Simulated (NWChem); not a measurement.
C2H4F2OSi; SMILES O[Si@@H](/C=C\F)F

```xyz
10

O      1.5823    -0.5790     0.1490
Si    -0.0049    -0.9402     0.3798
F     -0.5499    -1.8972    -0.8144
C     -1.0578     0.5949     0.3766
C     -0.6632     1.7898    -0.0535
F      0.5629     2.0088    -0.5463
H      1.7599     0.2251    -0.3504
H     -0.1380    -1.7174     1.6308
H     -2.0899     0.5515     0.7402
H     -1.2599     2.7079    -0.0658
```
Atoms are numbered in this order, from 1.

Structure relaxed at the PBE0/def2-SVP level.

 Unshifted, non-relativistic core excitations; the lowest 4 roots alone, so stronger bands may lie above.

Question: List the first O K-edge excitations from BHandHLYP/6-311G** (spherical d), restricted-window TDA (NWChem).

Answer: 
| state | energy (eV) | dipole oscillator strength | leading excitation (squared amplitude) |
|---|---|---|---|
| S1 | 532.5 | 0.0154 | 1s of atom 1 or its equivalents → LUMO+1 (0.38) |
| S2 | 533.0 | 0.0083 | 1s of atom 1 or its equivalents → LUMO (0.83) |
| S3 | 534.3 | 0.0362 | 1s of atom 1 or its equivalents → LUMO+6 (0.45) |
| S4 | 535.2 | 0.0080 | 1s of atom 1 or its equivalents → LUMO+4 (0.51) |
